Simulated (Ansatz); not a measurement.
`Cl[SiH2][GeH2][Cl]` + `SS` → `SS[SiH2]Cl` + `[Cl][GeH3]` at 500 K and 1 bar (cleavage of the Si–Ge bond).

Calculated with Ansatz (gas phase, PBE0-D4/def2-TZVP geometries, no zero-point term in ΔE). CCSD(T)/CBS is the MP2 limit (def2-TZVPP, def2-QZVPP) plus CCSD(T) − MP2 in def2-TZVPP, frozen cores. This one scheme is used for every species. For Ge outer-core shells are correlated without core-valence functions, which leaves a few kJ/mol of doubt a bond. Scalar relativity is left out up to krypton. Each species was taken in one conformer, which may not be the lowest.

```tsv
species	CCSD(T)/CBS energy (Eh)	H − E (kJ/mol)	S (J/(mol·K))
`Cl[SiH2][GeH2][Cl]`	-3287.23796	140.1	432.0
`SS`	-796.74576	70.8	278.5
`SS[SiH2]Cl`	-1546.28414	120.7	399.6
`[Cl][GeH3]`	-2537.71925	89.2	296.4
```

H − E and S are ideal-gas, rigid-rotor, harmonic terms from PBE0-D4/def2-TZVP, for one conformer and one mirror image of each species. 1 Eh = 2625.50 kJ/mol, R = 8.31446 J/(mol·K).

**Question.** By hand: ΔE, ΔH, ΔS and ΔG.

**Answer.** ΔE = (-1546.28414) + (-2537.71925) − (-3287.23796) − (-796.74576) = -0.01967 Eh = -51.6 kJ/mol. Δ(H − E) = 120.7 + 89.2 − 140.1 − 70.8 = -1.0, so ΔH = -52.6 kJ/mol. ΔS = 399.6 + 296.4 − 432.0 − 278.5 = -14.5 J/(mol·K). ΔG = -52.6 − 500 × (-14.5)/1000 = -45.4 kJ/mol.

**Question.** By hand: the equilibrium constant, and the temperature at which ΔG would vanish if ΔH and ΔS stayed fixed.

**Answer.** log₁₀ K = −ΔG/(RT ln 10) = 4.7. ΔG = 0 at ΔH/ΔS = 3628 K, far beyond where these terms or the molecules hold.

The number of gas molecules stays the same, so ΔS is small and ΔH decides. A doubt of 5 kJ/mol in ΔE shifts log₁₀ K by 0.5 here. Other conformers and mirror images would add mixing entropy, several J/(mol·K) or more a flexible species. Modes under 60 cm⁻¹, often nearly free rotors, make the harmonic entropy too high. These are equilibria of isolated gas molecules and say nothing of rates. Largest T1 diagnostic: 0.011 (customary marks: 0.02 for closed shells, 0.045 for open ones).
